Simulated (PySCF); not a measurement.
H3Ga (SMILES [GaH3]), singlet, geometry from GFN2-xTB (such geometries of metal compounds can be far from the true shape); M062X/def2-SV(P) (PySCF).

The PySCF input:
```python
from pyscf import gto, scf, dft

mol = gto.M(
    atom='''
Ga    0.00000000   -0.00000000    0.00000000
H     0.66218224   -0.42756453    1.35383279
H    -0.30059287    1.51137788   -0.28202977
H    -0.36158937   -1.08381336   -1.07180302
''',
    basis='def2-sv(p)',
    verbose=4,
)

mf = dft.RKS(mol)
mf.xc = 'm062x'
mf.grids.becke_scheme = dft.gen_grid.stratmann
mf.kernel()
mf.analyze()
```

The log (banner, timings and long lists left out):

```
PySCF version 2.14.0

[INPUT] verbose = 4
[INPUT] num. atoms = 4
[INPUT] num. electrons = 34
[INPUT] charge = 0
[INPUT] spin (= nelec alpha-beta = 2S) = 0
[INPUT] symmetry False subgroup None
[INPUT] Mole.unit = angstrom
[INPUT] Symbol           X                Y                Z      unit          X                Y                Z       unit  Magmom
[...]
nuclear repulsion = 31.9997538790555
number of shells = 18
number of NR pGTOs = 86
number of NR cGTOs = 38
basis = def2-sv(p)
ecp = {}

******** <class 'pyscf.dft.rks.RKS'> ********
method = RKS
initial guess = minao
damping factor = 0
level_shift factor = 0
DIIS = <class 'pyscf.scf.diis.CDIIS'>
diis_start_cycle = 1
diis_space = 8
diis_damp = 0
SCF conv_tol = 1e-09
SCF conv_tol_grad = None
SCF max_cycles = 50
direct_scf = True
direct_scf_tol = 1e-13
XC library pyscf.dft.libxc version 7.1.2
    S. Lehtola, C. Steigemann, M. J. T. Oliveira, and M. A. L. Marques,  SoftwareX 7, 1–5 (2018)
XC functionals = m062x
    Y. Zhao and D. G. Truhlar,  Theor. Chem. Acc. 120, 215 (2008)
    Y. Zhao and D. G. Truhlar,  Theor. Chem. Acc. 120, 215 (2008)
radial grids:
    Treutler-Ahlrichs [JCP 102, 346 (1995); DOI:10.1063/1.469408] (M4) radial grids

becke partition: Stratmann, Scuseria, Frisch. CPL, 257, 213 (1996); DOI:10.1016/0009-2614(96)00600-8
pruning grids: <function nwchem_prune>
grids dens level: 3
symmetrized grids: False
atomic radii adjust function: <function treutler_atomic_radii_adjust>
small_rho_cutoff = 0
Set gradient conv threshold to 3.16228e-05
Initial guess from minao.
tot grids = 50328
init E= -1925.63624368164
[...]
cycle= 1 E= -1926.34385861561  delta_E= -0.708  |g|= 0.208  |ddm|= 1.67
[...]
cycle= 2 E= -1926.34816955206  delta_E= -0.00431  |g|= 0.199  |ddm|= 0.29
[...]
cycle= 3 E= -1926.35244568458  delta_E= -0.00428  |g|= 0.0122  |ddm|= 0.0989
[...]
cycle= 4 E= -1926.35248887072  delta_E= -4.32e-05  |g|= 0.00262  |ddm|= 0.0238
[...]
cycle= 5 E= -1926.35249133295  delta_E= -2.46e-06  |g|= 0.000121  |ddm|= 0.0049
[...]
cycle= 6 E= -1926.35249134183  delta_E= -8.88e-09  |g|= 2.08e-05  |ddm|= 0.000363
[...]
cycle= 7 E= -1926.35249134196  delta_E= -1.29e-10  |g|= 1.59e-06  |ddm|= 3.55e-05
[...]
Extra cycle  E= -1926.35249134196  delta_E= -2.27e-13  |g|= 8.58e-07  |ddm|= 2.59e-06
converged SCF energy = -1926.35249134196
**** SCF Summaries ****
Total Energy =                       -1926.352491341956465
Nuclear Repulsion Energy =              31.999753879055547
One-electron Energy =                -2749.298608440589305
Two-electron Energy =                  790.946363219577279
Two-electron Coulomb Energy =          867.127799647003826
DFT Exchange-Correlation Energy =      -76.181436427426490
HOMO-LUMO gap [eV] =                     8.467421916587995
**** MO energy ****
[...]
 ** Mulliken pop on meta-lowdin orthogonal AOs  **
 ** Mulliken pop  **
[...]
 ** Mulliken atomic charges  **
charge of    0Ga =      0.30817
charge of    1H =     -0.10271
charge of    2H =     -0.10272
charge of    3H =     -0.10274
Dipole moment(X, Y, Z, Debye):  0.00013,  0.00014,  0.00013
```
